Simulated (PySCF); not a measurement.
Mg(NMe2)(SeH) (C₂H₇MgNSe), SMILES C[N](C)[Mg][SeH].

The structure is a stationary point at PBE-D3(BJ)/def2-SVP. One conformer was computed; it need not be the lowest.

Computed with PBE/def2-TZVP run with PySCF.

Gas-phase values at a fixed geometry.

- total energy: -2736.23566 hartree
- point group: Cs
- highest occupied level: -4.41 eV
- lowest empty level: -2.00 eV
- orbital gap: 2.41 eV
- dipole moment: 1.08 D
- quadrupole, principal values (traceless, Buckingham form, about the centre of nuclear charge): -11.39, 4.04, 7.35 D·Å
- mean static polarisability: 97.9 bohr³ (14.51 Å³)
- polarisability, principal values: 79.3, 85.9, 128.6 bohr³
